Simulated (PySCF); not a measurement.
B2F3, SMILES F[B]B(F)F, multiplicity 2. Coordinates come from a PBE0-D3(BJ)/def2-SVP optimisation. The isomer is the one that the SMILES or the coordinates give; other isomers of the formula were not compared. Other conformers were not sampled.

Computed equilibrium geometry at PBE0-D3(BJ)/def2-SVP (PySCF confirms it by a frequency run) as bond lengths and angles, and its point group (one conformer of several):
point group Cs.
Atoms: F1 B2 B3 F4 F5. Bonded distances (Å): F1–B2 1.294, B2–B3 1.676, B3–F4 1.324, B3–F5 1.324. Bond angles (°): F1–B2–B3 139.6, B2–B3–F4 120.9, B2–B3–F5 120.9, F4–B3–F5 117.5.
Charge 0, spin multiplicity 2.
